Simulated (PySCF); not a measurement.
Molecule (SMILES): PP (P2H4).
Geometry (B3LYP-D3(BJ)/def2-TZVP, fixed):
```
P
H 1 1.4206
H 1 1.4206 2 92.33
P 1 2.2503 2 93.65 3 -93.89
H 4 1.4206 1 93.65 2 -86.71
H 4 1.4206 5 92.33 1 93.89
```
Charge 0, spin multiplicity 1.

Basis-set convergence of the lowest singlet excitation energy at PBE0 with PySCF. Tamm-Dancoff approximation; the state is taken by its order, and sets in which it differs in degeneracy or brightness are left out, yet its character can still change. All functions are spherical. Density fitting with generated auxiliary sets. In sets without p functions on hydrogen, species with hydrogen take exact integrals. No added dispersion term, no relativity. Reference: the value in aug-pcseg-2, 5.412 eV, itself unsure by roughly 0.005 eV (its distance from aug-cc-pV(T+d)Z). Deviations are taken from unrounded values. Cost is core time over that of 6-311+G**, rough, on shared machines of one kind; a dash marks a row that isn't timed (too short, read off another run, short of memory, by another algorithm or on other hardware).

| basis | functions | lowest singlet excitation energy (eV) | minus reference (eV) | cost |
|---|---|---|---|---|
| 6-31+G* | 52 | 5.557 | 0.145 | - |
| 6-311+G** | 84 | 5.569 | 0.157 | 1× |
| aug-pcseg-1 | 90 | 5.431 | 0.019 | 1× |
| aug-cc-pV(D+d)Z | 100 | 5.421 | 0.009 | 2× |
| 6-311++G(2d,2p) | 110 | 5.445 | 0.032 | 2× |
| 6-311++G(3df,3pd) | 166 | 5.436 | 0.023 | 5× |
| aug-pcseg-2 | 192 | 5.412 | 0.000 | 8× |
| aug-cc-pV(T+d)Z | 202 | 5.418 | 0.005 | 8× |
| pcseg-3 | 260 | 5.571 | 0.159 | 10× |
| def2-QZVPPD | 284 | 5.490 | 0.078 | 20× |

The smallest set listed that lies within 0.1 eV of the reference with all its larger relatives (same family, alike in diffuse functions; a set with none counts only in the reference's own line) is aug-pcseg-1 (90 functions, 1× in cost, 0.019 eV off). Inside, with no larger relative to test it: def2-QZVPPD.
